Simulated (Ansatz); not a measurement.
A structure relaxed at PBE0-D4/def2-TZVP, charge 0, multiplicity 1:

```xyz
9

N    -0.144   -1.348    0.789
Ti    0.581    0.179    0.021
N    -0.831    1.034   -0.817
Cl    1.407    1.472    1.612
Cl    2.100   -0.409   -1.472
H    -1.110   -1.638    0.750
H     0.412   -2.009    1.317
H    -1.051    0.933   -1.799
H    -1.364    1.786   -0.401
```

Give its formula and SMILES.

Cl2H4N2Ti, `[NH2][Ti]([NH2])([Cl])[Cl]`.

Point group (tolerance 0.08 Å, 0.16 Å for H)?

Cs.

Summarise the bond lengths by kind.

2 × N–Ti 1.851 to 1.856 Å; 4 × H–N 1.009 to 1.012 Å; 2 × Cl–Ti 2.210 Å.

Computed with Ansatz.
